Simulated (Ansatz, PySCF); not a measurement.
Sn(H)(NH2)3 (H7N3Sn), SMILES [NH2][SnH]([NH2])[NH2]. Atoms are numbered in the order given.

```xyz
11

Sn    -0.0478     0.0321    -0.2010
N     -0.3348     1.7877     0.7989
N      1.8794    -0.6171    -0.1628
N     -0.9880    -1.4616     0.8231
H     -0.4842     0.3219    -1.8386
H     -0.4359     1.6700     1.8053
H     -1.1325     2.3261     0.4669
H      2.5209     0.0261    -0.6229
H      2.2209    -0.7547     0.7871
H     -2.0020    -1.3742     0.8471
H     -0.7678    -2.3858     0.4555
```

Coordinates come from a PBE0-D3(BJ)/def2-SVP optimisation. The structure was generated by enumeration; whether it is a known compound was not checked. The def2 effective core potentials stand for the cores of Sn; spin–orbit coupling is left out. The values are those of a single conformer.

Two levels are set side by side: PBE-D3(BJ)/def2-SVP (Ansatz, a program for electronic structure) and PBE0-D3(BJ)/def2-SVP (Ansatz). Each level has its own optimised geometry; the coordinates shown are those of the second. Frequencies come from the Hessian of PySCF at each geometry. Differences are taken from unrounded values.

```
quantity                            PBE0-D3(BJ)
----------------------------------  -----------
mean bond length (Å)                      1.394
bond Sn1–N2 (Å)                           2.041
bond Sn1–N3 (Å)                           2.034
bond Sn1–N4 (Å)                           2.041
bond Sn1–H5 (Å)                           1.719
bond N2–H6 (Å)                            1.018
bond N2–H7 (Å)                            1.018
bond N3–H8 (Å)                            1.018
bond N3–H9 (Å)                            1.019
bond N4–H10 (Å)                           1.018
bond N4–H11 (Å)                           1.019
highest harmonic wavenumber (cm⁻¹)         3657
mean harmonic wavenumber (cm⁻¹)            1341
zero-point energy (kcal/mol)              51.76
```

Question: What does PBE-D3(BJ) give, and how far is it from PBE0-D3(BJ)? (Estimate from the structure and the level; the computed values follow.)

Answer: 
```
quantity                            PBE-D3(BJ)  PBE-D3(BJ) minus PBE0-D3(BJ)
----------------------------------  ----------  ----------------------------
mean bond length (Å)                     1.413                         0.018
bond Sn1–N2 (Å)                          2.073                         0.032
bond Sn1–N3 (Å)                          2.063                         0.029
bond Sn1–N4 (Å)                          2.073                         0.032
bond Sn1–H5 (Å)                          1.739                         0.020
bond N2–H6 (Å)                           1.030                         0.011
bond N2–H7 (Å)                           1.030                         0.012
bond N3–H8 (Å)                           1.030                         0.011
bond N3–H9 (Å)                           1.030                         0.011
bond N4–H10 (Å)                          1.030                         0.012
bond N4–H11 (Å)                          1.030                         0.012
highest harmonic wavenumber (cm⁻¹)        3503                          -154
mean harmonic wavenumber (cm⁻¹)           1293                           -48
zero-point energy (kcal/mol)             49.89                         -1.87
```

Exact exchange shortens and stiffens bonds; PBE has none. Differences between two approximate levels are no errors against the true value.
